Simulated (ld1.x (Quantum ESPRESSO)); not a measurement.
Plane-wave convergence, PAW potential for hydrogen (H)

| Quantity | Value |
| --- | --- |
| Element | hydrogen (H) |
| Generator | ld1.x (Quantum ESPRESSO) 7.5 |
| Type | PAW |
| Functional | PBE |
| Relativity | scalar-relativistic |
| Frozen core | none |
| Valence charge | 1 |
| Reference configuration | 1s1 |
| Partial waves | 1s (bound): rcut 1.10, rcutus 1.40 bohr; 1s channel at 0.6 Ry: rcut 1.10, rcutus 1.40 bohr; 2p channel at 0.35 Ry: rc 1.15 bohr |
| Local potential | the p channel |
| Core correction | none |
| Augmentation charge | BESSEL, radius 1.10 bohr |

The pseudo-atom Hamiltonian at the reference potential is diagonalised in spherical Bessel functions j_l(qr) that vanish at 20 bohr, with q² up to the cutoff. All-electron valence levels (Ry): 1s -0.4772.

How do the lowest levels (Ry) of each channel move with the cutoff, and are there ghosts?

```
cutoff (Ry)     s #1    s #2    p #1    p #2    d #1    f #1  Σ f·Δε (mRy)
          8  -0.4137  0.0134  0.0294  0.1001  0.0773  0.1194          63.5
         10  -0.4368  0.0121  0.0294  0.1001  0.0773  0.1194          40.4
         15  -0.4675  0.0104  0.0294  0.1000  0.0773  0.1194           9.7
         18  -0.4750  0.0100  0.0294  0.1000  0.0773  0.1194           2.2
         25  -0.4770  0.0099  0.0294  0.1000  0.0773  0.1194           0.2
         30  -0.4772  0.0099  0.0294  0.1000  0.0773  0.1194           0.0
        400  -0.4772  0.0099  0.0294  0.1000  0.0773  0.1194           0.0
```

Result: no extra level below or beside the all-electron valence levels (s, p, d, f tested); 10 mRy is reached at 15 Ry and 1 mRy at 21 Ry.
